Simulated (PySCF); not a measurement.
## How methods differ on the ionisation energy of Au⁴⁸⁺

Au⁴⁸⁺ [Ar] 3d10 4s2 4p1 [4p1/2^1, M_J = 1/2] → Au⁴⁹⁺ [Ar] 3d10 4s2, as a difference of total energies. Computed with PySCF 2.14 in an uncontracted even-tempered set (16 s from 6.8 bohr⁻², ratio 2.8; 13 p from 8.9 bohr⁻², ratio 2.8; 8 d from 16 bohr⁻², ratio 2.8; 4 f from 37 bohr⁻², ratio 3), with the two-component X2C-1e Hamiltonian. Correlated levels: [Ne] frozen; the 72 highest virtual spinors dropped. "Screened" scales the spin-orbit matrix elements by Boettger's factors to mimic the two-electron term; Breit and QED terms are absent.

```tsv
method	ionisation energy (eV)
GHF (spin-free)	2601.7
GMP2 (spin-free)	2602.6
GHF (screened spin-orbit)	2700.4
GMP2 (screened spin-orbit)	2701.1
```

Breit and QED terms and the two-electron picture change are absent.

The spin-free rows lack the spin-orbit shift.

For comparison: 2708 ± 4 eV (theoretical estimate listed by NIST; NIST Atomic Spectra Database, ionization energies).
